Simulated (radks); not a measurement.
The barium ion Ba5+, [Kr] 4d10 5s2 5p3. Calculated with a radial shooting solver on a logarithmic mesh with Libxc functionals: non-relativistic Kohn-Sham, r2SCAN, spin-polarised, spherical densities, point nucleus; meta-GGA in the generalised Kohn-Sham scheme. Every spin shell is full or empty, so the densities are truly spherical. Functionals are evaluated on that one density, not self-consistently. Rank these orbital-free kinetic functionals by their error against the exact value of the orbitals, and give that value: Thomas-Fermi, TF + vW, TF + vW/9, APBEK, Thakkar, LKT, PG1, DePristo-Kress, Ernzerhof.

Answer. Exact: 7878.04 hartree. From best to worst, with 100 (|E| - |E exact|)/|E exact| (equal figures are ties): APBEK +0.09, DePristo-Kress -0.13, Ernzerhof -0.43, Thakkar -0.63, TF + vW/9 -0.69, Thomas-Fermi -5.15, PG1 +14.43, LKT +18.40, TF + vW +34.97.
